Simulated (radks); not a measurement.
These are the eigenvalues of the occupied orbitals of an atom or ion with whole-number occupations (Ry). All-electron calculation, scalar-relativistic Kohn-Sham, SOGGA, spin-polarised, spherical densities, point nucleus. Program: a radial shooting solver on a logarithmic mesh with Libxc functionals.

| orbital | eigenvalue |
|---|---|
| 1s | -2738.194 |
| 2s | -433.5833 |
| 2p | -388.9477 |
| 3s | -92.22733 |
| 3p | -77.91882 |
| 3d | -57.12453 |
| 4s | -18.81609 |
| 4p | -14.19939 |
| 4d | -7.49618 |
| 5s | -3.37583 |
| 5p | -2.26694 |

Which element is it, and in what charge state? The configuration may be excited. Open shells, if any, are filled with parallel spins first.

Answer. Z = 56, barium, charge +2: Ba2+ in [Xe]. The list shows which subshells hold electrons but not how many an open one holds; the 1s level, -1369.1 hartree, gives Z - s = 52.3 by -(Z - s)^2/2, which with screening and relativity narrows Z to a few neighbours, and the depths of the outer levels then fix element, charge and occupations together.
